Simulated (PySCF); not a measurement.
InF, SMILES [F][In] (connectivity only; charge and spin as stated), neutral, multiplicity 1.

Geometry optimised at PBE-D3(BJ)/def2-TZVP. The def2 effective core potentials stand for the cores of In; spin–orbit coupling is left out.

Calculation: PBE-D3(BJ)/def2-TZVP run with PySCF 2.14.0.

Frequencies are harmonic and unscaled.

Computed harmonic wavenumbers and intensities:
```
mode  ν (cm⁻¹)  IR (km/mol)  moving atoms (share of kinetic energy)
----  --------  -----------  --------------------------------------
1          503        100.4                         F 86 %, In 14 %
```
